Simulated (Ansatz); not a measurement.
The same path of CH9NOSi2 (14 atoms, charge 0, multiplicity 1) was run twice with different band settings. The coordinate that changes most is the dihedral C2–O3–Si4–Si5.

Method: RKS PBE-D4/def2-SVP in Ansatz.

Relaxed end points:

```xyz
14
Properties=species:S:1:pos:R:3
N -1.261 2.323 0.942
C -0.285 1.317 0.703
O -0.295 0.846 -0.661
Si 0.724 -0.371 -1.233
Si 0.452 -2.383 -0.022
H -1.103 3.133 0.330
H -2.203 1.969 0.733
H -0.474 0.459 1.391
H 0.724 1.727 0.942
H 2.178 0.046 -1.162
H 0.350 -0.577 -2.672
H 1.302 -3.470 -0.630
H 0.863 -2.219 1.419
H -0.987 -2.828 -0.051
```

```xyz
14
Properties=species:S:1:pos:R:3
N -1.769 2.112 0.599
C -1.236 0.874 0.142
O 0.082 1.013 -0.427
Si 0.951 -0.277 -1.082
Si 1.326 -1.985 0.509
H -1.154 2.527 1.310
H -1.828 2.785 -0.176
H -1.924 0.444 -0.623
H -1.194 0.160 0.999
H 2.259 0.300 -1.541
H 0.233 -0.872 -2.275
H 2.211 -3.054 -0.078
H 1.999 -1.426 1.736
H 0.032 -2.630 0.937
```

Common settings: climbing image yes; spring 5.0 eV/Å²; optimiser quadratic models (default); start path IDPP; force threshold 0.05 eV/Å; iteration limit 60; end points relaxed.

| run | movable images |
| --- | --- |
| 1 | 7 |
| 2 | 1 |

What does each run give, and how far can it be trusted?

Run 1: converged after 5 iterations, highest image 0.051 eV above the first end. A vibrational analysis at the climbing image gives one clearly imaginary mode, 87i cm⁻¹: a first-order saddle point.
Run 2: converged after 5 iterations, highest image 0.051 eV above the first end. Another band between the same ends (7 images) ends at a top of the same energy, where a vibrational analysis finds 1 clearly imaginary mode. So few images can step over the top or miss a turn of the path.
